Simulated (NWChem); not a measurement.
A series in which one site is exchanged, each optimised at PBE0/def2-SVP with NWChem, gas phase unless a solvent is named. All stand in one matching conformer (torsions within 35°), which need not be the lowest. 

A: [OH][Al]([F])[F] (AlHOF₂; site = Al)
B: OB(F)F (BHOF$_{2}$; site = B)
C: [OH][Ga]([F])[F] (GaHOF2; site = Ga)

**Question.** Rank them by static polarisability, B3LYP/def2-SVPD (bohr³), lowest first.

**Answer.** B (19.8), A (25.8), C (29.2)
